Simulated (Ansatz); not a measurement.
# Reading a saddle point

A first-order saddle point of CH5GaO, closed shell, PBE0-D4/def2-TZVP, with one imaginary mode of 1581i cm⁻¹:

```xyz
8
angstrom
Ga -1.1182 -0.2112 -0.8274
C 0.6647 0.2917 0.4989
O -0.6441 -1.8232 -0.5225
H 0.2032 -0.9165 0.1276
H -1.8524 1.0393 -1.3341
H 0.1238 0.8816 1.2443
H 1.1508 0.9574 -0.2206
H 1.4722 -0.2192 1.0338
```

Ansatz 0.2.0; basis: def2-TZVPP and def2-QZVPP; cores frozen in the correlated methods. Filled d shells of the heavier atoms are correlated. The def2 sets are not built for correlating such inner shells, so the correlated values are less sure here. Extrapolation: Hartree–Fock as exp(−7.88 √X), correlation as X^−2.97.

(1) Which contacts change along the imaginary mode, and what lies on either side? (A judgement: the text doesn't fix the answer.)

(2) Which side is lower, and how far does the saddle lie above each? (To be estimated.)

No T1 diagnostic of these runs exceeds 0.026. The T1 diagnostic is large here, which may signal multireference character or strong orbital relaxation, so CCSD(T) is less sure.

## Answers

(1) The calculation gives: The step is CH₅GaO ([CH3][GaH][OH]) → GaHO ([O][GaH]) + CH₄, with the molecules in contact on both sides. Shortening one way: C2–H4; lengthening the same way: Ga1–C2, O3–H4.
```json
{"pair": "C2–H4", "one side (Å)": "3.25", "saddle (Å)": "1.35", "other side (Å)": "1.09"}
{"pair": "Ga1–C2", "one side (Å)": "1.96", "saddle (Å)": "2.28", "other side (Å)": "3.29"}
{"pair": "O3–H4", "one side (Å)": "0.96", "saddle (Å)": "1.40", "other side (Å)": "2.94"}
```

(2) The calculation gives: The side with Ga1–C2, O3–H4 short is lower by 171.0 kJ/mol; the saddle lies 294.8 kJ/mol above it and 123.8 kJ/mol above the other (CCSD(T) at an estimated basis limit (MP2 extrapolated from triple and quadruple zeta, plus CCSD(T) − MP2 in triple zeta); electronic energies).

Labels in which every atom is bracketed show which atoms are joined, not bond orders.

For scale, one of the runs: CCSD(T)/def2-TZVPP, 180 basis functions, launched by `ansatz run in.yaml --threads 2 --pin off --events-out ev --progress --plain --max-ram 4352MiB`. The run took 51 s on 2 CPU threads of an Intel Xeon Platinum 8259CL (shared host), with 1.8 GiB of host memory at its peak.
